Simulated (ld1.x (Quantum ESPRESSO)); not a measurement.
## PBEsol TM dataset for promethium (Pm), scalar-relativistic all-electron reference.

```json
{
 "Element": "promethium (Pm)",
 "Generator": "ld1.x (Quantum ESPRESSO) 7.5",
 "Type": "norm-conserving Troullier–Martins (Kleinman–Bylander form)",
 "Functional": "PBEsol",
 "Relativity": "scalar-relativistic",
 "Frozen core": "[Kr] 4d10 4f4",
 "Valence charge": "11",
 "Reference configuration": "5s2 5p6 5d1 6s2 6p0",
 "Partial waves": "5s (bound): rc 2.15 bohr; 5p (bound): rc 1.50 bohr; 5d (bound): rc 2.90 bohr",
 "Local potential": "all-electron potential smoothed inside 1.20 bohr (lloc = -1)",
 "Core correction": "none"
}
```

Occupied shells without a wave of their own: 6s. They enter only through the test configuration that unscreens the potential.

All-electron outer shells of the reference configuration (PBEsol, scalar-relativistic, ld1.x):

| shell | level (eV) | outermost node (bohr) | outermost maximum (bohr) |
| --- | --- | --- | --- |
| 4d | -129.20 | 0.29 | 0.60 |
| 5s | -45.24 | 0.70 | 1.27 |
| 5p | -25.35 | 0.75 | 1.44 |
| 4f | -7.52 | – | 0.62 |
| 6s | -3.96 | 1.70 | 3.54 |
| 5d | -2.86 | 0.85 | 2.04 |
| 6p | -1.32 | 2.03 | 4.72 |

Does this generation succeed?

No. ld1.x (Quantum ESPRESSO) 7.5 stopped with "run_pseudo: Errors in PS-KS equation": the pseudo-atom solver did not find the valence states with the expected number of nodes, which is the usual sign of a ghost state. Before that it printed "Warning: n=2, l=0 expected 1 nodes, found 2".
